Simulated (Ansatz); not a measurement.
Start from `C[S][Ga]([Cl])[Cl]` and change one atom or group to get `C[NH][Ga]([Cl])[Cl]`.

Ansatz, PBE0-D4/def2-TZVP geometries, multiplicity 1. Each molecule was computed in one conformer, which needn't be the lowest.

Scalar relativity is left out up to krypton.

| property | `C[S][Ga]([Cl])[Cl]` |
| --- | --- |
| HOMO energy (ωB97M-V/def2-TZVPP) / eV | -9.86 |
| HOMO energy (PBE/def2-TZVPP) / eV | -6.49 |
| HOMO–LUMO gap (ωB97M-V/def2-TZVPP) / eV | 10.39 |
| size of the dipole moment (ωB97M-V/def2-TZVPP) / D | 2.36 |
| HOMO–LUMO gap (PBE0/def2-TZVPP) / eV | 6.31 |
| size of the dipole moment (PBE/def2-TZVPP) / D | 2.45 |

(1) Give the same properties after the change, and the shifts. (Best estimate.)

## Answers

(1) Ansatz gave: 
| property | `C[NH][Ga]([Cl])[Cl]` | shift |
| --- | --- | --- |
| HOMO energy (ωB97M-V/def2-TZVPP) / eV | -9.64 | 0.22 |
| HOMO energy (PBE/def2-TZVPP) / eV | -6.00 | 0.49 |
| HOMO–LUMO gap (ωB97M-V/def2-TZVPP) / eV | 10.59 | 0.20 |
| size of the dipole moment (ωB97M-V/def2-TZVPP) / D | 2.64 | 0.28 |
| HOMO–LUMO gap (PBE0/def2-TZVPP) / eV | 6.37 | 0.06 |
| size of the dipole moment (PBE/def2-TZVPP) / D | 2.76 | 0.31 |

With PBE0 the HOMO rises by 0.37 eV and the LUMO rises by 0.43 eV, so the gap widens by about 0.06 eV. PBE moves the HOMO by 0.49 eV and ωB97M-V by 0.22 eV. The zero-point energy changes by 39.4 kJ/mol with +3 modes. Dipoles are sizes alone; their direction can turn.
